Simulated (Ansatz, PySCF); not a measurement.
Breaking the Se3–H4 bond in FHMgSe (SMILES [F][Mg][SeH]) (multiplicity 1 held, fragments rigid). Energies count from the point at 1.475 Å.
Geometry at that point (charge 0, multiplicity 1):
```xyz
4

Mg     0.5347    -1.0479     0.3436
F      1.2991    -2.5474     0.8409
Se    -0.5067     1.0061    -0.3739
H     -0.8817     1.2936     1.0230
```

R- and RO- levels are restricted; in cc, def2 and unpolarised 6-31G sets they are followed outwards from rest. Unrestricted levels (U-) break spin symmetry where that is lower. Active spaces are followed from a long bond inwards. Left out are points that failed, MP2 points in a non-variational dive below the minimum, coupled-cluster points behind a sign of a changed root (a jump of the amplitudes, or a one-step jump against full CI or MRCI), small-basis points behind a change of solution, and semi-empirical points at long bonds. Curves can end on different states.

Correlated levels freeze the cores. Filled d and f shells under p-block atoms count as core. Rows in LANL2DZ carry no dispersion term and start afresh at each structure. LANL2DZ brings its own core potentials from Na on.

Run with Ansatz (an electronic-structure program) with Gaussian orbitals; PySCF for LANL2DZ rows. Each number belongs to the level named beside it.

Energies in eV.

```json
[
 {"R (Å)": "1.180", "U-HF/LANL2DZ": "1.62", "R-SCS-MP2/def2-TZVPP": "1.51", "CASSCF(4,3)/def2-TZVPP": "1.62", "FIC-NEVPT4(SD) on CASSCF(4,3)/def2-TZVPP": "1.57", "FIC-MRCISD+Q on CASSCF(4,3)/def2-TZVPP": "1.53"},
 {"R (Å)": "1.327", "U-HF/LANL2DZ": "0.33", "R-SCS-MP2/def2-TZVPP": "0.27", "CASSCF(4,3)/def2-TZVPP": "0.33", "FIC-NEVPT4(SD) on CASSCF(4,3)/def2-TZVPP": "0.30", "FIC-MRCISD+Q on CASSCF(4,3)/def2-TZVPP": "0.29"},
 {"R (Å)": "1.475", "U-HF/LANL2DZ": "0.00", "R-SCS-MP2/def2-TZVPP": "0.00", "CASSCF(4,3)/def2-TZVPP": "0.00", "FIC-NEVPT4(SD) on CASSCF(4,3)/def2-TZVPP": "0.00", "FIC-MRCISD+Q on CASSCF(4,3)/def2-TZVPP": "0.00"},
 {"R (Å)": "1.622", "U-HF/LANL2DZ": "0.16", "R-SCS-MP2/def2-TZVPP": "0.21", "CASSCF(4,3)/def2-TZVPP": "0.14", "FIC-NEVPT4(SD) on CASSCF(4,3)/def2-TZVPP": "0.18", "FIC-MRCISD+Q on CASSCF(4,3)/def2-TZVPP": "0.19"},
 {"R (Å)": "1.770", "U-HF/LANL2DZ": "0.56", "R-SCS-MP2/def2-TZVPP": "0.64", "CASSCF(4,3)/def2-TZVPP": "0.49", "FIC-NEVPT4(SD) on CASSCF(4,3)/def2-TZVPP": "0.58", "FIC-MRCISD+Q on CASSCF(4,3)/def2-TZVPP": "0.59"},
 {"R (Å)": "1.991", "U-HF/LANL2DZ": "1.27", "R-SCS-MP2/def2-TZVPP": "1.44", "CASSCF(4,3)/def2-TZVPP": "1.13", "FIC-NEVPT4(SD) on CASSCF(4,3)/def2-TZVPP": "1.29", "FIC-MRCISD+Q on CASSCF(4,3)/def2-TZVPP": "1.31"},
 {"R (Å)": "2.212", "U-HF/LANL2DZ": "1.67", "R-SCS-MP2/def2-TZVPP": "2.22", "CASSCF(4,3)/def2-TZVPP": "1.73", "FIC-NEVPT4(SD) on CASSCF(4,3)/def2-TZVPP": "1.97", "FIC-MRCISD+Q on CASSCF(4,3)/def2-TZVPP": "1.99"},
 {"R (Å)": "2.581", "U-HF/LANL2DZ": "1.97", "R-SCS-MP2/def2-TZVPP": "3.30", "CASSCF(4,3)/def2-TZVPP": "2.45", "FIC-NEVPT4(SD) on CASSCF(4,3)/def2-TZVPP": "2.79", "FIC-MRCISD+Q on CASSCF(4,3)/def2-TZVPP": "2.81"},
 {"R (Å)": "2.949", "U-HF/LANL2DZ": "2.08", "R-SCS-MP2/def2-TZVPP": "4.05", "CASSCF(4,3)/def2-TZVPP": "2.83", "FIC-NEVPT4(SD) on CASSCF(4,3)/def2-TZVPP": "3.24", "FIC-MRCISD+Q on CASSCF(4,3)/def2-TZVPP": "3.26"},
 {"R (Å)": "3.392", "U-HF/LANL2DZ": "2.12", "R-SCS-MP2/def2-TZVPP": "4.53", "CASSCF(4,3)/def2-TZVPP": "3.02", "FIC-NEVPT4(SD) on CASSCF(4,3)/def2-TZVPP": "3.46", "FIC-MRCISD+Q on CASSCF(4,3)/def2-TZVPP": "3.48"},
 {"R (Å)": "3.982", "U-HF/LANL2DZ": "2.14", "R-SCS-MP2/def2-TZVPP": "4.59", "CASSCF(4,3)/def2-TZVPP": "3.08", "FIC-NEVPT4(SD) on CASSCF(4,3)/def2-TZVPP": "3.54", "FIC-MRCISD+Q on CASSCF(4,3)/def2-TZVPP": "3.56"},
 {"R (Å)": "4.719", "U-HF/LANL2DZ": "left out", "R-SCS-MP2/def2-TZVPP": "4.02", "CASSCF(4,3)/def2-TZVPP": "3.10", "FIC-NEVPT4(SD) on CASSCF(4,3)/def2-TZVPP": "3.56", "FIC-MRCISD+Q on CASSCF(4,3)/def2-TZVPP": "3.58"}
]
```

Doubts at one or more of the structures used: a spin-contaminated determinant (U-HF/LANL2DZ); a restricted determinant that unrestricted orbitals would lower (R-SCS-MP2/def2-TZVPP); active orbitals that take no part (CASSCF(4,3)/def2-TZVPP, FIC-NEVPT4(SD) on CASSCF(4,3)/def2-TZVPP, FIC-MRCISD+Q on CASSCF(4,3)/def2-TZVPP).
